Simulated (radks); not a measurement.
The selenium ion Se+ inside a hard spherical wall (all orbitals vanish at R), configuration held at [Ar] 3d10 4s2 4p3 and not refilled when levels cross. All-electron calculation, non-relativistic Kohn-Sham, PBEsol, spin-polarised, spherical densities, point nucleus; open shells are filled with parallel spins first. Program: a radial shooting solver on a logarithmic mesh with Libxc functionals. Eigenvalues in eV for spin up, with the zero of energy where the potential of the charges vanishes at infinity; a dash marks a level that is unbound or too diffuse for the functional's potential to be trusted. A positive occupied level is held by the wall or, in an anion where self-interaction has pushed it up, behind a barrier. The pressure on the wall is -dE/dV.

R (bohr)  E (hartree)  kinetic (hartree)    e(3p)    e(3d)    e(4s)    e(4p)  e(5s, empty)  e(4d, empty)  pressure (GPa)
free      -2399.22103           2397.633  -161.47  -64.807  -27.233  -16.405             -             -               0
20        -2399.22103           2397.633  -161.47  -64.807  -27.233  -16.405             -             -        < 0.0001
15        -2399.22103           2397.633  -161.47  -64.807  -27.233  -16.405             -        -3.919        < 0.0001
12        -2399.22103           2397.633  -161.47  -64.807  -27.233  -16.405        -5.333        -3.909        < 0.0001
8         -2399.22095           2397.634  -161.47  -64.801  -27.228  -16.400        -4.830        -3.663         0.00557
5         -2399.19729           2397.827  -160.71  -64.053  -26.696  -15.771         1.794        -1.038            4.12
4         -2399.07056           2398.586  -158.45  -61.825  -25.023  -13.650        13.579         3.559            40.7
2.5       -2396.62795           2408.086  -142.31  -46.025   -6.509    9.214        100.71        37.829            1960
1.5       -2373.08232           2480.129  -85.375   13.523   127.20   153.76        502.18        196.26           75500
